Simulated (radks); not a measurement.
These are the eigenvalues of the occupied orbitals of an atom or ion with whole-number occupations (hartree). All-electron calculation, Dirac Kohn-Sham, BLYP, spin-unpolarised, spherical densities, finite nucleus; Fermi nuclear charge, rms radius of each element as measured or else 0.836 A^(1/3) + 0.57 fm. Program: a radial shooting solver on a logarithmic mesh with Libxc functionals.

| orbital | eigenvalue |
|---|---|
| 1s1/2 | -1277.720 |
| 2s1/2 | -211.8739 |
| 2p1/2 | -200.0430 |
| 2p3/2 | -188.1012 |
| 3s1/2 | -54.94956 |
| 3p1/2 | -50.05062 |
| 3p3/2 | -47.74583 |
| 3d3/2 | -39.18542 |
| 3d5/2 | -38.69317 |
| 4s1/2 | -20.41900 |
| 4p1/2 | -18.56846 |
| 4p3/2 | -17.99425 |
| 5s1/2 | -10.26305 |

Which element is it, and in what charge state? The configuration may be excited. Open shells, if any, fill j = l - 1/2 first.

Answer. Z = 54, xenon, charge +16: Xe16+ in [Kr] 5s2. The list shows which subshells hold electrons but not how many an open one holds; the 1s level, -1277.7 hartree, gives Z - s = 50.6 by -(Z - s)^2/2, which with screening and relativity narrows Z to a few neighbours, and the depths of the outer levels then fix element, charge and occupations together.
